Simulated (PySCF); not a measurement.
Atom-mapped SMILES (the numbers label the heavy atoms): `[CH3:1][C:2](=[O:3])[c:4]1[cH:5][cH:6][o:7][c:8]1[O-:9]` (H(Xn): hydrogen on atom n).

Geometry: GFN2-xTB; GIAO shifts from PySCF, gas phase, non-relativistic, averaged over equivalent atoms.

At LC-wPBE/pcSseg-1 (178 basis functions, 43 s wall time on 1 thread of an Arm Neoverse V1, shared host):
```json
{"atoms": "C2", "δ (ppm)": "198.4"}
{"atoms": "C8", "δ (ppm)": "184.2"}
{"atoms": "C6", "δ (ppm)": "128.5"}
{"atoms": "C5", "δ (ppm)": "122.1"}
{"atoms": "C4", "δ (ppm)": "95.4"}
{"atoms": "C1", "δ (ppm)": "33.6"}
{"atoms": "O3", "δ (ppm)": "485.1"}
{"atoms": "O9", "δ (ppm)": "306.9"}
{"atoms": "O7", "δ (ppm)": "272.9"}
{"atoms": "H(C5)", "δ (ppm)": "6.53"}
{"atoms": "H(C6)", "δ (ppm)": "5.97"}
{"atoms": "H(C1)", "δ (ppm)": "2.10"}
```

δ = σ(ref) − σ, references computed at the same level: TMS for $^{13}$C (191.02 ppm), $^{1}$H (31.78 ppm); H2O for $^{17}$O (340.17 ppm).

Q: What do these become at PBE0/pcSseg-1?

A: 
```
atoms  δ at PBE0/pcSseg-1  change
   C2               187.7   -10.7
   C8               177.0    -7.2
   C6               125.2    -3.3
   C5               116.0    -6.1
   C4                96.6    +1.2
   C1                32.4    -1.2
   O3               490.2    +5.1
   O9               319.4   +12.5
   O7               281.8    +8.9
H(C5)                6.43   -0.10
H(C6)                6.07   +0.10
H(C1)                2.08   -0.02
```

Referencing at the same level of theory: $^{13}$C (σref 186.93) and $^{1}$H (σref 31.72) vs TMS; H2O for $^{17}$O (σref 336.08).

The largest change is at O9 (oxygen bonded to C). Cost: 178 basis functions, 31 s wall time on 1 thread of an Arm Neoverse V1, shared host. The order of the carbon signals is the same at both levels.

Unscaled 17O shifts of doubly bonded oxygen tend to come out too high, by tens of ppm or more. Experimental scales use liquid or dissolved standards, which lie at an offset from isolated H2O (liquid H2O: subtract about 36 ppm).
